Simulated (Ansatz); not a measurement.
`[SiH3]SCC=S` → `CC1(S)[SiH2]S1`  (isomerisation)

Calculated with Ansatz (gas phase, PBE0-D4/def2-TZVP geometries, no zero-point term in ΔE). CCSD(T)/CBS adds triple-zeta CCSD(T) − MP2 to the extrapolated MP2 energy (def2 sets, frozen cores). Functionals use def2-TZVPP. B3LYP here is the variant with VWN-RPA as its local correlation; programs differ in this. Each species was taken in one conformer, which may not be the lowest.

```
             level  ΔE (kJ/mol)
           ωB97X-V        -26.7
           ωB97M-V        -24.0
              PBE0        -30.0
             B3LYP         -6.3
     HF/def2-TZVPP          4.0
SCS-MP2/def2-TZVPP        -18.7
    MP2/def2-QZVPP        -31.4
SCS-MP2/def2-QZVPP        -21.2
```

(1) What does CCSD(T)/CBS give? (Best estimate.)

Largest T1 diagnostic among the species: 0.015.

Results:

(1) Computed: -20.3 kJ/mol. The listed levels differ from it by -6.4, -3.7, -9.7, 14.0, 24.3, 1.6, -11.1, -0.9 kJ/mol.

In def2-TZVPP, CCSD(T) changes the Hartree–Fock value by −19.6 kJ/mol (the triples alone add −0.1 kJ/mol) and MP2 by −32.7 kJ/mol. From PBE to PBE0 (25 % exact exchange), in def2-TZVPP and without D4, ΔE moves by −6.5 kJ/mol.
